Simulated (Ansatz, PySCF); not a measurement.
Ligand exchange on a metal centre used in film growth or etching (Zr NH2-Br). Gas-phase values, no solvent. One relaxed conformer stands for each flexible species; it need not be the lowest.

Quantity: redistribution energy (mixed species minus the weighted end members), in kJ/mol.

Level 1: B3LYP-D3(BJ)/def2-TZVP // r2SCAN-D4/def2-SVP (PySCF)
Level 2: PBE-D3(BJ)/def2-TZVP // r2SCAN-D4/def2-SVP (PySCF)
Level 3: frozen-core MP2/6-31G* (LANL2DZ on Zr) // r2SCAN-D4/def2-SVP (PySCF)
Level 4: HF/def2-TZVPP // r2SCAN-D4/def2-SVP (Ansatz, an electronic-structure program)

```tsv
species	level 2	level 3	level 4
2 of 4 NH2 replaced by Br: [Zr(NH2)2(Br)2]	-25.06	-36.77	-35.27
```

Question: What does level 1 give for each?

Answer: 
- 2 of 4 NH2 replaced by Br: [Zr(NH2)2(Br)2]: -25.82
